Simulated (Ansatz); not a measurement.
One geometry of `Cc1cc(-c2sc(-c3sc(-c4sc(C#C[Si](C)(C)C)cc4C)cc3C)cc2C)sc1C#C[Si](C)(C)C`, several levels of theory.

```yaml
crystal:
  periodic: [false, false, false]
  atoms:
    - {symbol: C, position_ang: [7.792341, 1.551951, 0.687102]}
    - {symbol: C, position_ang: [6.343754, 1.315674, 0.393033]}
    - {symbol: C, position_ang: [5.349503, 2.321754, 0.365642]}
    - {symbol: C, position_ang: [4.072716, 1.859225, 0.053981]}
    - {symbol: C, position_ang: [2.841285, 2.600077, -0.053657]}
    - {symbol: S, position_ang: [1.310957, 1.796138, 0.197777]}
    - {symbol: C, position_ang: [0.405411, 3.250427, -0.133169]}
    - {symbol: C, position_ang: [-1.034032, 3.245180, -0.101813]}
    - {symbol: S, position_ang: [-1.909486, 1.753118, -0.344183]}
    - {symbol: C, position_ang: [-3.454150, 2.535222, -0.129892]}
    - {symbol: C, position_ang: [-4.678583, 1.776954, -0.187178]}
    - {symbol: S, position_ang: [-4.666461, 0.072807, 0.181979]}
    - {symbol: C, position_ang: [-6.380974, -0.071057, -0.114499]}
    - {symbol: C, position_ang: [-7.035299, -1.304943, 0.024048]}
    - {symbol: C, position_ang: [-7.599190, -2.390873, 0.162076]}
    - {symbol: Si, position_ang: [-8.427208, -4.024628, 0.366741]}
    - {symbol: C, position_ang: [-10.280125, -3.775118, 0.169989]}
    - {symbol: C, position_ang: [-7.777120, -5.197943, -0.950811]}
    - {symbol: C, position_ang: [-8.028572, -4.682456, 2.082226]}
    - {symbol: C, position_ang: [-6.913350, 1.164306, -0.467886]}
    - {symbol: C, position_ang: [-5.968162, 2.216480, -0.516267]}
    - {symbol: C, position_ang: [-6.321991, 3.618956, -0.909608]}
    - {symbol: C, position_ang: [-3.269007, 3.896080, 0.086676]}
    - {symbol: C, position_ang: [-1.914955, 4.312075, 0.108358]}
    - {symbol: C, position_ang: [-1.501408, 5.726917, 0.377224]}
    - {symbol: C, position_ang: [1.278649, 4.301007, -0.395966]}
    - {symbol: C, position_ang: [2.651291, 3.952585, -0.355123]}
    - {symbol: C, position_ang: [3.748932, 4.927498, -0.655216]}
    - {symbol: S, position_ang: [4.103690, 0.138770, -0.225238]}
    - {symbol: C, position_ang: [5.819270, 0.052435, 0.099204]}
    - {symbol: C, position_ang: [6.510301, -1.166335, 0.036945]}
    - {symbol: C, position_ang: [7.131387, -2.229004, -0.020713]}
    - {symbol: Si, position_ang: [8.056299, -3.819637, -0.107269]}
    - {symbol: C, position_ang: [9.667944, -3.612445, 0.839444]}
    - {symbol: C, position_ang: [7.000799, -5.167834, 0.668794]}
    - {symbol: C, position_ang: [8.406099, -4.221639, -1.910967]}
    - {symbol: H, position_ang: [7.932808, 2.474716, 1.269308]}
    - {symbol: H, position_ang: [8.374001, 1.652215, -0.245640]}
    - {symbol: H, position_ang: [8.226294, 0.710361, 1.248128]}
    - {symbol: H, position_ang: [5.556455, 3.362946, 0.615609]}
    - {symbol: H, position_ang: [-10.817886, -4.730899, 0.288564]}
    - {symbol: H, position_ang: [-10.523537, -3.370218, -0.825402]}
    - {symbol: H, position_ang: [-10.668119, -3.071484, 0.924133]}
    - {symbol: H, position_ang: [-8.247671, -6.191038, -0.854817]}
    - {symbol: H, position_ang: [-7.989650, -4.816053, -1.961975]}
    - {symbol: H, position_ang: [-6.686540, -5.328426, -0.862982]}
    - {symbol: H, position_ang: [-8.391016, -3.995889, 2.863781]}
    - {symbol: H, position_ang: [-6.941867, -4.803156, 2.217830]}
    - {symbol: H, position_ang: [-8.502914, -5.664942, 2.243872]}
    - {symbol: H, position_ang: [-7.972926, 1.291011, -0.699947]}
    - {symbol: H, position_ang: [-7.276900, 3.637207, -1.454901]}
    - {symbol: H, position_ang: [-5.546546, 4.064069, -1.553057]}
    - {symbol: H, position_ang: [-6.435157, 4.276043, -0.029890]}
    - {symbol: H, position_ang: [-4.094337, 4.580501, 0.285544]}
    - {symbol: H, position_ang: [-0.629958, 5.770917, 1.049376]}
    - {symbol: H, position_ang: [-2.325448, 6.287365, 0.842155]}
    - {symbol: H, position_ang: [-1.226291, 6.258296, -0.550282]}
    - {symbol: H, position_ang: [0.937459, 5.299822, -0.669343]}
    - {symbol: H, position_ang: [3.355430, 5.791997, -1.209800]}
    - {symbol: H, position_ang: [4.546799, 4.463710, -1.256232]}
    - {symbol: H, position_ang: [4.216949, 5.315364, 0.266277]}
    - {symbol: H, position_ang: [9.479345, -3.361607, 1.895621]}
    - {symbol: H, position_ang: [10.281657, -2.806420, 0.405575]}
    - {symbol: H, position_ang: [10.260578, -4.542306, 0.811043]}
    - {symbol: H, position_ang: [6.040413, -5.274493, 0.139041]}
    - {symbol: H, position_ang: [6.778711, -4.940896, 1.723856]}
    - {symbol: H, position_ang: [7.520069, -6.140598, 0.630201]}
    - {symbol: H, position_ang: [9.009846, -3.430130, -2.383291]}
    - {symbol: H, position_ang: [7.470005, -4.317980, -2.483974]}
    - {symbol: H, position_ang: [8.959390, -5.171737, -2.000194]}
basis:
  gaussian: {orbitals: def2-SVP, fitting: {mean_field: def2-universal-jkfit}, initial_orbitals: start.molden}
hamiltonian: {xc: pbe0, dispersion: d4}
scf: {omitted_lower_state_checks: [starts]}
output: {forces: true, orbitals: {seedname: orbitals}}
```

The file start.molden holds the orbitals of an earlier run on this structure, at another level or in another basis.

```sh
$ ansatz run in.yaml --threads 2 --pin off --events-out ev --progress --plain --max-ram 32768MiB --backend cuda --devices 0, --max-vram 18GiB
```

Output, abridged:

```
Functional definition: PBE0
3630 factors; integrals over basis functions are off by at most 2.4e-1 eV
mean field evaluation 1: about -90660.7393 eV, gradient 8.5e0 eV
mean field evaluation 2: about -90660.9538 eV, gradient 2.0e-1 eV
mean field evaluation 4: about -90660.9384 eV, gradient 8.1e-4 eV
mean field -90660.93838895 eV, -3331.7280336027 hartree, gradient 2.6e-5 eV, S^2 0.000000; 0 other end points of the search recorded, 0 dependent functions left out
reference -90660.93848639 eV, -3331.7280371834 hartree; 153, 153 occupied and 545, 545 virtual orbitals, 3630 factors
Total energy: -90663.34679116 eV, -3331.8165407516 hartree
Atom 0 at     7.792341     1.551951     0.687102 Å, force    -0.055913    -0.007457    -0.017418 eV/Å
Atom 1 at     6.343754     1.315674     0.393033 Å, force    -0.099182    -0.339364    -0.074318 eV/Å
Atom 2 at     5.349503     2.321754     0.365642 Å, force    -0.302771    -0.142403    -0.053962 eV/Å
Atom 3 at     4.072716     1.859225     0.053981 Å, force     0.391632    -0.159672     0.036358 eV/Å
Atom 4 at     2.841285     2.600077    -0.053657 Å, force    -0.324144     0.288611    -0.053803 eV/Å
Atom 5 at     1.310957     1.796138     0.197777 Å, force     0.098104     0.364866    -0.065810 eV/Å
Atom 6 at     0.405411     3.250427    -0.133169 Å, force     0.425553     0.061725    -0.024346 eV/Å
Atom 7 at    -1.034032     3.245180    -0.101813 Å, force    -0.439053     0.080978     0.027035 eV/Å
Atom 8 at    -1.909486     1.753118    -0.344183 Å, force    -0.107047     0.366773     0.048546 eV/Å
Atom 9 at    -3.454150     2.535222    -0.129892 Å, force     0.321031     0.267423     0.026180 eV/Å
Atom 10 at    -4.678583     1.776954    -0.187178 Å, force    -0.411135    -0.156461    -0.038337 eV/Å
Atom 11 at    -4.666461     0.072807     0.181979 Å, force    -0.288711     0.261152    -0.100015 eV/Å
Atom 12 at    -6.380974    -0.071057    -0.114499 Å, force     0.204439     0.507199    -0.072084 eV/Å
Atom 13 at    -7.035299    -1.304943     0.024048 Å, force    -0.347106    -0.651117     0.109941 eV/Å
Atom 14 at    -7.599190    -2.390873     0.162076 Å, force     0.315259     0.572824    -0.094295 eV/Å
Atom 15 at    -8.427208    -4.024628     0.366741 Å, force    -0.034069    -0.069214     0.008373 eV/Å
Atom 16 at   -10.280125    -3.775118     0.169989 Å, force    -0.046092     0.016872    -0.000786 eV/Å
Atom 17 at    -7.777120    -5.197943    -0.950811 Å, force     0.016539    -0.019192    -0.021057 eV/Å
Atom 18 at    -8.028572    -4.682456     2.082226 Å, force     0.010065    -0.005825     0.030285 eV/Å
Atom 19 at    -6.913350     1.164306    -0.467886 Å, force     0.174039    -0.310897     0.087813 eV/Å
Atom 20 at    -5.968162     2.216480    -0.516267 Å, force     0.315363    -0.069487     0.054741 eV/Å
Atom 21 at    -6.321991     3.618956    -0.909608 Å, force     0.020075    -0.071603     0.026143 eV/Å
Atom 22 at    -3.269007     3.896080     0.086676 Å, force    -0.009987    -0.343286    -0.026307 eV/Å
Atom 23 at    -1.914955     4.312075     0.108358 Å, force     0.239312    -0.237078    -0.030700 eV/Å
Atom 24 at    -1.501408     5.726917     0.377224 Å, force    -0.018488    -0.070500    -0.023174 eV/Å
Atom 25 at     1.278649     4.301007    -0.395966 Å, force    -0.189747    -0.285777     0.046036 eV/Å
Atom 26 at     2.651291     3.952585    -0.355123 Å, force     0.078161    -0.322522     0.048648 eV/Å
Atom 27 at     3.748932     4.927498    -0.655216 Å, force    -0.049368    -0.043578     0.024250 eV/Å
Atom 28 at     4.103690     0.138770    -0.225238 Å, force     0.270549     0.269616     0.095344 eV/Å
Atom 29 at     5.819270     0.052435     0.099204 Å, force    -0.201309     0.517111     0.037793 eV/Å
Atom 30 at     6.510301    -1.166335     0.036945 Å, force     0.371842    -0.640128    -0.045839 eV/Å
Atom 31 at     7.131387    -2.229004    -0.020713 Å, force    -0.341720     0.569340     0.040599 eV/Å
Atom 32 at     8.056299    -3.819637    -0.107269 Å, force     0.035903    -0.067728    -0.008121 eV/Å
Atom 33 at     9.667944    -3.612445     0.839444 Å, force     0.036924     0.015287     0.021321 eV/Å
Atom 34 at     7.000799    -5.167834     0.668794 Å, force    -0.024808    -0.031253     0.018413 eV/Å
Atom 35 at     8.406099    -4.221639    -1.910967 Å, force     0.005303     0.002045    -0.031430 eV/Å
Atom 36 at     7.932808     2.474716     1.269308 Å, force    -0.001105    -0.033720    -0.010992 eV/Å
Atom 37 at     8.374001     1.652215    -0.245640 Å, force    -0.029914     0.003925     0.029836 eV/Å
Atom 38 at     8.226294     0.710361     1.248128 Å, force    -0.022072     0.030004    -0.019159 eV/Å
Atom 39 at     5.556455     3.362946     0.615609 Å, force    -0.011153    -0.053195    -0.015736 eV/Å
Atom 40 at   -10.817886    -4.730899     0.288564 Å, force     0.034389     0.023549    -0.001466 eV/Å
Atom 41 at   -10.523537    -3.370218    -0.825402 Å, force     0.021571    -0.011040     0.019678 eV/Å
Atom 42 at   -10.668119    -3.071484     0.924133 Å, force     0.024733    -0.020576    -0.015656 eV/Å
Atom 43 at    -8.247671    -6.191038    -0.854817 Å, force     0.008309     0.036065     0.006583 eV/Å
Atom 44 at    -7.989650    -4.816053    -1.961975 Å, force    -0.003163     0.002191     0.024674 eV/Å
Atom 45 at    -6.686540    -5.328426    -0.862982 Å, force    -0.029245     0.011008     0.010728 eV/Å
Atom 46 at    -8.391016    -3.995889     2.863781 Å, force     0.002646    -0.007601    -0.024519 eV/Å
Atom 47 at    -6.941867    -4.803156     2.217830 Å, force    -0.023238     0.005762    -0.016251 eV/Å
Atom 48 at    -8.502914    -5.664942     2.243872 Å, force     0.007560     0.026677    -0.017206 eV/Å
Atom 49 at    -7.972926     1.291011    -0.699947 Å, force     0.047752    -0.007085     0.012994 eV/Å
Atom 50 at    -7.276900     3.637207    -1.454901 Å, force     0.029105     0.000029     0.009656 eV/Å
Atom 51 at    -5.546546     4.064069    -1.553057 Å, force    -0.028820    -0.024190     0.017362 eV/Å
Atom 52 at    -6.435157     4.276043    -0.029890 Å, force     0.001411    -0.028323    -0.020289 eV/Å
Atom 53 at    -4.094337     4.580501     0.285544 Å, force     0.035453    -0.032356    -0.014577 eV/Å
Atom 54 at    -0.629958     5.770917     1.049376 Å, force    -0.030781    -0.007999    -0.012945 eV/Å
Atom 55 at    -2.325448     6.287365     0.842155 Å, force     0.021722    -0.010643    -0.004972 eV/Å
Atom 56 at    -1.226291     6.258296    -0.550282 Å, force    -0.015197    -0.021213     0.018805 eV/Å
Atom 57 at     0.937459     5.299822    -0.669343 Å, force     0.013086    -0.044946     0.019021 eV/Å
Atom 58 at     3.355430     5.791997    -1.209800 Å, force     0.014457    -0.023408     0.009275 eV/Å
Atom 59 at     4.546799     4.463710    -1.256232 Å, force    -0.033554     0.011434     0.012404 eV/Å
Atom 60 at     4.216949     5.315364     0.266277 Å, force    -0.025552    -0.014040    -0.023442 eV/Å
Atom 61 at     9.479345    -3.361607     1.895621 Å, force    -0.010516    -0.008048    -0.028713 eV/Å
Atom 62 at    10.281657    -2.806420     0.405575 Å, force    -0.027508    -0.021592     0.001784 eV/Å
Atom 63 at    10.260578    -4.542306     0.811043 Å, force    -0.031327     0.022009    -0.007657 eV/Å
Atom 64 at     6.040413    -5.274493     0.139041 Å, force     0.033546     0.013348     0.002592 eV/Å
Atom 65 at     6.778711    -4.940896     1.723856 Å, force     0.016590     0.004861    -0.028622 eV/Å
Atom 66 at     7.520069    -6.140598     0.630201 Å, force    -0.010434     0.045390    -0.003280 eV/Å
Atom 67 at     9.009846    -3.430130    -2.383291 Å, force    -0.016140    -0.015083     0.022220 eV/Å
Atom 68 at     7.470005    -4.317980    -2.483974 Å, force     0.015350     0.004217     0.023804 eV/Å
Atom 69 at     8.959390    -5.171737    -2.000194 Å, force    -0.017404     0.027309     0.018050 eV/Å
Dipole moment:     0.072413     0.649531    -0.019828 e Å
Checks for a lower state left out: starts
```

Run time 12 s (2 threads of AMD EPYC 7R13 on a shared host and a share (18 GiB) of an NVIDIA H100 80GB HBM3), peak host memory 1.9 GiB.

As the first input, with `hamiltonian: {xc: pbe, dispersion: d4}`, `output: {orbitals: {seedname: orbitals}}` (abridged; 4.9 s):

```
Functional definition: PBE
mean field -90652.11228451 eV, -3331.4036802473 hartree, gradient 1.3e-5 eV, S^2 0.000000
Total energy: -90654.88569956 eV, -3331.5056013702 hartree
Checks for a lower state left out: starts
```

The first input with `hamiltonian: {xc: r2scan, dispersion: d4}` (abridged; 13 s):

```
Functional definition: r2SCAN
mean field -90697.43319186 eV, -3333.0691928726 hartree, gradient 1.2e-5 eV, S^2 0.000000
Total energy: -90698.24367309 eV, -3333.0989775083 hartree
Atom 0 force     0.001766    -0.004900     0.007487 eV/Å
Atom 1 force    -0.004122    -0.003324     0.003418 eV/Å
Atom 2 force     0.001669    -0.007026     0.001540 eV/Å
Atom 3 force     0.009596     0.006047    -0.008415 eV/Å
Atom 4 force    -0.006392     0.000324    -0.000757 eV/Å
Atom 5 force     0.002702     0.002929     0.001665 eV/Å
Atom 6 force     0.002745     0.002367     0.000402 eV/Å
Atom 7 force    -0.005639    -0.001944    -0.000221 eV/Å
Atom 8 force    -0.000026     0.005082     0.001140 eV/Å
Atom 9 force     0.000597     0.000117    -0.004082 eV/Å
Atom 10 force    -0.008879     0.000387    -0.000095 eV/Å
Atom 11 force    -0.003331     0.007653    -0.004530 eV/Å
Atom 12 force    -0.016646     0.002721    -0.006226 eV/Å
Atom 13 force    -0.006088    -0.007669     0.028048 eV/Å
Atom 14 force     0.017768     0.001358    -0.019909 eV/Å
Atom 15 force    -0.000020     0.005123    -0.001740 eV/Å
Atom 16 force    -0.003973     0.003378     0.004930 eV/Å
Atom 17 force    -0.002074     0.001208     0.011014 eV/Å
Atom 18 force    -0.002529     0.002484    -0.009550 eV/Å
Atom 19 force     0.013655    -0.001187    -0.002092 eV/Å
Atom 20 force     0.000318    -0.002139     0.000200 eV/Å
Atom 21 force     0.004128    -0.006375    -0.002996 eV/Å
Atom 22 force     0.004363     0.002531     0.004578 eV/Å
Atom 23 force    -0.000457     0.001921     0.000206 eV/Å
Atom 24 force     0.001756    -0.005260     0.001473 eV/Å
Atom 25 force     0.004913     0.000454    -0.000290 eV/Å
Atom 26 force     0.000557     0.001766    -0.003129 eV/Å
Atom 27 force     0.002864    -0.001139    -0.001684 eV/Å
Atom 28 force    -0.004230     0.001702     0.010492 eV/Å
Atom 29 force     0.017645     0.003528    -0.002581 eV/Å
Atom 30 force     0.006521    -0.016152    -0.014146 eV/Å
Atom 31 force    -0.014716     0.010208     0.010575 eV/Å
Atom 32 force    -0.004930     0.001805    -0.002986 eV/Å
Atom 33 force     0.001858     0.003512    -0.001979 eV/Å
Atom 34 force     0.004441    -0.005096    -0.000749 eV/Å
Atom 35 force     0.001460     0.004001     0.010720 eV/Å
Atom 36 force     0.001571    -0.010116    -0.004586 eV/Å
Atom 37 force    -0.003795     0.003015     0.005587 eV/Å
Atom 38 force    -0.006227     0.008191    -0.009528 eV/Å
Atom 39 force    -0.003540    -0.004361    -0.000175 eV/Å
Atom 40 force     0.006597     0.005092    -0.000662 eV/Å
Atom 41 force     0.001394    -0.001072     0.000184 eV/Å
Atom 42 force     0.001955    -0.005354    -0.003963 eV/Å
Atom 43 force     0.003580     0.004038    -0.002310 eV/Å
Atom 44 force    -0.001023    -0.000567    -0.004481 eV/Å
Atom 45 force    -0.004060    -0.000873     0.000798 eV/Å
Atom 46 force     0.000042    -0.000587     0.003889 eV/Å
Atom 47 force    -0.000338    -0.001409     0.000940 eV/Å
Atom 48 force     0.000731    -0.000638     0.000769 eV/Å
Atom 49 force     0.002917    -0.004695     0.001198 eV/Å
Atom 50 force     0.005993    -0.002665     0.001884 eV/Å
Atom 51 force    -0.006268    -0.002837     0.006909 eV/Å
Atom 52 force     0.001060    -0.000387    -0.002073 eV/Å
Atom 53 force    -0.002618    -0.002045     0.000371 eV/Å
Atom 54 force    -0.000839     0.000520    -0.002132 eV/Å
Atom 55 force    -0.000125     0.000172     0.001538 eV/Å
Atom 56 force    -0.000042     0.001370    -0.001146 eV/Å
Atom 57 force    -0.002533    -0.000496     0.000134 eV/Å
Atom 58 force     0.001762    -0.003035     0.000762 eV/Å
Atom 59 force    -0.003534     0.002230     0.003533 eV/Å
Atom 60 force    -0.001823    -0.000523    -0.003232 eV/Å
Atom 61 force    -0.000179    -0.001372    -0.001410 eV/Å
Atom 62 force    -0.002297    -0.004770     0.002072 eV/Å
Atom 63 force    -0.004323     0.003753    -0.000323 eV/Å
Atom 64 force     0.007099     0.000349     0.000074 eV/Å
Atom 65 force     0.003155    -0.002259    -0.003330 eV/Å
Atom 66 force    -0.008106     0.012424     0.002102 eV/Å
Atom 67 force    -0.002662    -0.003874    -0.001789 eV/Å
Atom 68 force     0.001474    -0.000339    -0.001810 eV/Å
Atom 69 force    -0.002266     0.002724     0.000476 eV/Å
Dipole moment:     0.082778     0.679287    -0.020835 e Å
Checks for a lower state left out: starts
```

Geometry: r2SCAN-D4/def2-SVP.

Single mean-field runs in def2-SVP are fitted with def2-universal-jkfit.
